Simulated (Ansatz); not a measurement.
```yaml
crystal:
  periodic: [false, false, false]
  atoms:
    - {symbol: N, position_ang: [-1.186336, -1.031563, 0.983258]}
    - {symbol: C, position_ang: [0.098411, -1.274033, 0.462771]}
    - {symbol: O, position_ang: [0.667267, -0.234158, -0.373552]}
    - {symbol: C, position_ang: [0.943752, 1.101917, 0.215876]}
    - {symbol: Al, position_ang: [0.049155, 1.191204, -1.514562]}
    - {symbol: H, position_ang: [-1.216533, -0.298442, 1.676391]}
    - {symbol: H, position_ang: [-1.881312, -0.859743, 0.269627]}
    - {symbol: H, position_ang: [0.082012, -2.148031, -0.189791]}
    - {symbol: H, position_ang: [0.807971, -1.432539, 1.277919]}
    - {symbol: H, position_ang: [0.341211, 1.248506, 1.113710]}
    - {symbol: H, position_ang: [2.007232, 1.174310, 0.434134]}
    - {symbol: H, position_ang: [0.847296, 1.246128, -2.882276]}
    - {symbol: H, position_ang: [-1.539925, 1.281745, -1.458504]}
basis:
  gaussian: {orbitals: def2-SVP}
magnetization: {spin_polarized: true, initial_magnetization: 1}
hamiltonian: {xc: {name: r2SCAN50}}
```

```sh
$ ansatz run in.yaml --threads 4 --pin off --events-out ev --progress --plain --max-ram 10444MiB
```

Shortened log:

```
Error: a molecule whose nuclei and cores have a total charge of 48 cannot have a net charge of 0 together with 1 unpaired electrons
```

Task: Something in this input is off. What?

Result: The number of unpaired electrons doesn't fit the electron count. The input was rejected before any iteration.
